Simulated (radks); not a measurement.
Problem. Spherical jellium clusters: N electrons in a uniform positive sphere of charge N and radius rs N^(1/3), rs = 3.5 bohr. Calculated with a radial shooting solver with Libxc functionals: non-relativistic Kohn-Sham, PBEsol, spin-polarised, spherical densities. Levels are named by radial order and angular momentum (1s, 1p, 1d, 2s, ...), and open shells are averaged over m. Each electron was tried in the lowest free levels, single moves between levels near the top were tried too, and the lowest total energy was kept; such a search can miss a lower state. Give the order in which the levels fill up to N = 25, the shell closures and the spin along the way.

Solution. Shells are first occupied in the order 1s, 1p, 1d, 2s, 1f. Open shells at each N (closed shells left out): 1: 1s(up 1, down 0); 2: none; 3: 1p(up 1, down 0); 4: 1p(up 2, down 0); 5: 1p(up 3, down 0); 6: 1p(up 3, down 1); 7: 1p(up 3, down 2); 8: none; 9: 1d(up 1, down 0); 10: 1d(up 2, down 0); 11: 1d(up 3, down 0); 12: 1d(up 4, down 0); 13: 1d(up 5, down 0); 14: 1d(up 5, down 0) 2s(up 1, down 0); 15: 1d(up 5, down 2); 16: 1d(up 5, down 3); 17: 1d(up 5, down 4); 18: none; 19: 2s(up 1, down 0); 20: none; 21: 1f(up 1, down 0); 22: 1f(up 2, down 0); 23: 1f(up 3, down 0); 24: 1f(up 4, down 0); 25: 1f(up 5, down 0). All shells are closed at N = 2, 8, 18, 20 (there: 1s2 1p6 1d10 2s2). Largest 2S: 6, at N = 14.
